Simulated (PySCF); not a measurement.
## Assignment exercise: C$_{6}$H$_{10}$O$_{2}$Si$_{2}$

Geometry:
```csv
atom,x (Å),y (Å),z (Å)
Si1,2.616,1.054,0.262
O2,1.969,-0.437,0.405
C3,0.716,-0.895,0.274
C4,0.469,-2.249,0.464
C5,-0.811,-2.757,0.335
C6,-1.859,-1.914,0.014
C7,-1.626,-0.563,-0.178
C8,-0.349,-0.043,-0.052
O9,-0.063,1.267,-0.228
Si10,-1.002,2.547,-0.606
H11,3.991,0.664,0.560
H12,2.100,1.985,1.263
H13,2.498,1.586,-1.093
H14,1.301,-2.889,0.713
H15,-0.987,-3.811,0.486
H16,-2.861,-2.302,-0.087
H17,-2.436,0.106,-0.429
H18,-2.036,2.734,0.416
H19,-1.642,2.336,-1.908
H20,0.009,3.589,-0.613
```

How the numbers were obtained: NMR shieldings at PBE0/pcSseg-1/GIAO, coordinates at the GFN2-xTB level, in PySCF 2.14 (one conformer, no solvent, relativity neglected, rapidly exchanging positions averaged).

Shifts are taken against calculated references (same method and geometry level): 13C, 1H vs TMS.

**Question.** Assign these signals to the numbered atoms. 13C{1H} NMR (computed): δ 151.1, 126.9, 122.8.

**Answer.** 
```tsv
δ (ppm)	atoms	environment	reason
151.1	C3/C8	aromatic carbon bearing oxygen	σ withdrawal by the attached heteroatom moves it downfield of the ring CH carbons
126.9	C5/C6	aromatic CH	the aromatic region
122.8	C4/C7	aromatic CH	–
```

**Question.** Assign these signals to the numbered atoms. 1H NMR (400 MHz, computed): δ 7.16 (m, 2H), 7.08 (m, 2H), 5.22 (s, 6H).

**Answer.** 
7.16 → H15/H16, hydrogen on an aromatic CH: the ring current deshields protons in the ring plane
7.08 → H14/H17, hydrogen on an aromatic CH
5.22 → H11/H12/H13/H18/H19/H20, hydrogen on a silicon bonded to O

H15/H16 and H14/H17 lie closer than the usual error of such a calculation, so a measured spectrum could show them in the other order.

Shifts are as computed. Against solution values, carbons near 30 ppm lie about +3 ppm off and those near 130 ppm about +5 ppm. Of 1211 compounds with measured shifts, 218 miss one by over three times the rms of a fit or turn the order of signals round; such compounds aren't used in these exercises. No couplings were computed; multiplicities are counted from neighbouring protons, with m where these are inequivalent, close in shift, in a saturated or five-membered ring or joined by F or P, and br s for small geminal =CH2 splittings.
